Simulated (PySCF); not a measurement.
C4H3N2, SMILES n1[c]nccc1, multiplicity 2. Geometry: PBE-D3(BJ)/def2-SVP. The isomer is the one that the SMILES or the coordinates give; other isomers of the formula were not compared.

Problem. Give the equilibrium geometry at PBE-D3(BJ)/def2-SVP (PySCF confirms it by a frequency run) as a Z-matrix, and its point group. (Estimate from the structure and the level; the computed values follow.)

Solution. point group C2v.
```
C
H 1 1.0997
C 1 1.4042 2 121.36
N 3 1.3512 1 121.14 2 180.00
C 4 1.3132 3 114.84 1 0.00
N 5 1.3132 4 130.77 3 0.00
C 6 1.3512 5 114.84 4 0.00
H 3 1.1045 4 117.29 5 180.00
H 7 1.1045 6 117.29 5 180.00
```
Charge 0, spin multiplicity 2.
